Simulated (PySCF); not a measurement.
# Electron correlation in Al+ (aluminium, charge +1)

[Ne] 3p2, high-spin 3P determinant (an excited configuration). Calculation: PySCF 2.14, in aug-cc-pwCVDZ (6s5p3d, 36 functions); no relativity, point nucleus. Frozen: 1s2; 10 electrons correlated.

```
  level  correlation energy (mhartree)
   CCSD                        -131.59
    (T)                          -1.13
CCSD(T)                        -132.72
```

Diagnostics: T1 = 0.0035, D1 = 0.0068, largest double amplitude 0.060.

Question: Is a single reference adequate?

Answer: Yes: T1 lies below 0.03 and no double amplitude reaches 0.07.
